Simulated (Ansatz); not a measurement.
Reaction (atomization): `N=C([SiH3])CI` → 2 C• + 6 H• + I• + N• + Si•

Gas-phase electronic energies from Ansatz, PBE0-D4/def2-TZVP geometries. CBS: MP2 limit from def2 TZ/QZ plus the TZ coupled-cluster correction, frozen cores. This one scheme is used for every species, atoms too. Functionals use def2-TZVPP. B3LYP here is the variant with VWN-RPA as its local correlation; programs differ in this. No spin–orbit coupling; open shells (•) take unrestricted orbitals. Spin–orbit coupling would lower the free atoms: a little for C, Si; strongly for I. def2 core potentials past Kr. Bonds to I are less sure, by a few kJ/mol each and by 10 to 20 or more in all where they break to atoms, as the def2 sets lack core-valence functions. One conformer a species, not always the lowest.

```json
{"level": "r2SCAN-D4", "ΔE (kcal/mol)": "900.5", "difference from CCSD(T)/CBS": "-2.9"}
{"level": "ωB97X-V", "ΔE (kcal/mol)": "904.4", "difference from CCSD(T)/CBS": "1.0"}
{"level": "B2PLYP", "ΔE (kcal/mol)": "890.5", "difference from CCSD(T)/CBS": "-12.9"}
{"level": "PBE", "ΔE (kcal/mol)": "915.3", "difference from CCSD(T)/CBS": "11.9"}
{"level": "B3LYP", "ΔE (kcal/mol)": "891.8", "difference from CCSD(T)/CBS": "-11.6"}
{"level": "MP2/def2-TZVPP", "ΔE (kcal/mol)": "888.6", "difference from CCSD(T)/CBS": "-14.8"}
{"level": "CCSD/def2-TZVPP", "ΔE (kcal/mol)": "859.6", "difference from CCSD(T)/CBS": "-43.8"}
{"level": "CCSD(T)/def2-TZVPP", "ΔE (kcal/mol)": "876.3", "difference from CCSD(T)/CBS": "-27.1"}
{"level": "HF/CBS(def2)", "ΔE (kcal/mol)": "633.8", "difference from CCSD(T)/CBS": "-269.6"}
{"level": "CCSD/CBS(def2)", "ΔE (kcal/mol)": "886.7", "difference from CCSD(T)/CBS": "-16.7"}
{"level": "CCSD(T)/CBS", "ΔE (kcal/mol)": "903.4", "difference from CCSD(T)/CBS": "0"}
```

Largest T1 diagnostic among the species: 0.012.

From PBE to PBE0 (25 % exact exchange), in def2-TZVPP and without D4, ΔE moves by −17.7 kcal/mol: exact exchange takes away binding that semilocal exchange gives to molecules. In def2-TZVPP, CCSD(T) changes the Hartree–Fock value by +244.2 kcal/mol (the triples alone add +16.7 kcal/mol) and MP2 by +256.5 kcal/mol; breaking electron pairs costs correlation energy, which Hartree–Fock lacks. The D4 term adds +11.5 kcal/mol with B3LYP and +6.1 kcal/mol with PBE0; it sums over pairs of atoms, weighted by their polarisabilities, and B3LYP, whose exchange is more repulsive, gets the larger term.

For atomizations the MP2-based limit and the directly extrapolated one differ by several kJ/mol either way, and by 10 to 25 for some Ge, Se and Sn compounds, so smaller differences from it don't rank the levels.
